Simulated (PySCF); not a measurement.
J couplings in SMILES [NH3+][BH2-]I, BH$_{5}$IN

Geometry:
| atom | x (Å) | y (Å) | z (Å) |
| --- | --- | --- | --- |
| N1 | -0.814 | 0.179 | 0.005 |
| B2 | 0.676 | -0.423 | -0.099 |
| I3 | 1.993 | 1.298 | 0.499 |
| H4 | -1.006 | 0.504 | 0.956 |
| H5 | -1.514 | -0.522 | -0.248 |
| H6 | -0.922 | 0.985 | -0.616 |
| H7 | 0.768 | -1.320 | 0.711 |
| H8 | 0.874 | -0.718 | -1.258 |

Calculated values (PySCF integrals, density fitting): indirect couplings, PBE0/pcJ-1 (dyall-v2z on I), gas phase, finite nuclei, structure from PBE0-D3(BJ)/def2-SVP.

Non-relativistic values:
```
    coupling          atoms  J (Hz)
1J(127I,11B)        I3 – B2   -65.4
2J(127I,15N)        I3 – N1    -1.3
 2J(127I,1H)     I3 – H7/H8    18.3
 3J(127I,1H)  I3 – H4/H5/H6     6.1
```

Question: What do two-component X2C with spin–orbit coupling give?

Answer: 
```tsv
coupling	atoms	with spin–orbit (Hz)
1J(127I,11B)	I3 – B2	-95.3
2J(127I,15N)	I3 – N1	1.7
2J(127I,1H)	I3 – H7/H8	23.3
3J(127I,1H)	I3 – H4/H5/H6	5.3
```

The largest listed coupling, 1J(127I,11B), ends at 1.46 times its non-relativistic value. Equivalent partners are averaged, as under fast rotation. In the static structure 3J(127I,1H) spreads over 2.0, 12.0, 2.0 Hz. Couplings to strongly quadrupolar nuclei (127I) are seldom resolved in solution.
